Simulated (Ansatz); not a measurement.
A trace of molecular dynamics of ClH6NSi2 (10 atoms, charge 0, multiplicity 1).

Computed with Ansatz, RKS PBE-D4/6-31G*.

```
ensemble                      : NVE (velocity Verlet)
starting velocities drawn for : 400 K
seed                          : 598731
```

| time (fs) | T (K) | potential energy less start (eV) | conserved less start (meV/atom) |
| --- | --- | --- | --- |
| 0 | 400 | 0.000 | 0.00 |
| 8 | 216 | 0.563 | 37.23 |
| 16 | 25141 | 6.874 | 3245.76 |
| 24 | 123316 | 14.527 | 14163.21 |
| 32 | 123537 | 14.040 | 14137.44 |
| 40 | 122406 | 15.128 | 14129.23 |
| 48 | 121785 | 15.833 | 14135.47 |
| 56 | 121521 | 16.335 | 14158.39 |
| 64 | 121346 | 16.851 | 14191.90 |
| 72 | 123316 | 16.387 | 14349.23 |
| 80 | 124151 | 20.214 | 14818.23 |
| 88 | 124721 | 19.518 | 14807.58 |
| 96 | 123845 | 20.585 | 14823.77 |
| 104 | 123309 | 21.224 | 14832.14 |
| 112 | 123738 | 20.797 | 14833.82 |
| 120 | 125039 | 19.334 | 14822.11 |
| 128 | 123741 | 21.102 | 14864.62 |
| 136 | 125705 | 18.697 | 14827.31 |
| 144 | 124806 | 19.636 | 14828.20 |
| 152 | 124869 | 19.654 | 14836.53 |
| 160 | 126597 | 17.816 | 14831.39 |

Question: Can this run be trusted? Judge the integration.

Answer: The conserved energy changed by up to 15000 meV per atom, so the integration failed: the time step of 4 fs is too long for the fastest motions that this run met, and the later frames carry no physical meaning.

Run time: 14 min on 1 thread of Intel(R) Xeon(R) Platinum 8488C (Sapphire Rapids), with other jobs on the host, peak memory 0.19 GiB.
